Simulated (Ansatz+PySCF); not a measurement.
A calculation with Ansatz (development build ahead of 0.2.0).

```yaml
crystal:
  periodic: [false, false, false]
  atoms:
    - { symbol: Cu, position_ang: [0.0, 0.0, -0.09841] }
    - { symbol: H, position_ang: [0.0, 0.0, 2.85384] }
basis:
  gaussian: { orbitals: cc-pVDZ }
hamiltonian:
  xc: pbe0
scf:
  omitted_lower_state_checks: [stability, starts, atomic_configurations, cluster_reference, orbital_swaps, given_window_search, neighbouring_geometries, increment]
output:
  forces: true
```

The input is written out in the form of the current development build from the run's settings.

The run gave:

```json
{
  "Converged": "yes",
  "Total energy": "-1640.77357 hartree",
  "Spin squared of the determinant": "0.000"
}
```

Forces (eV/Å):
```tsv
atom	Fx	Fy	Fz
Cu1	0.000	0.000	1.495
H2	0.000	0.000	-1.495
```

Caution: charge can spread falsely over distant fragments; an unrestricted determinant lies well below.
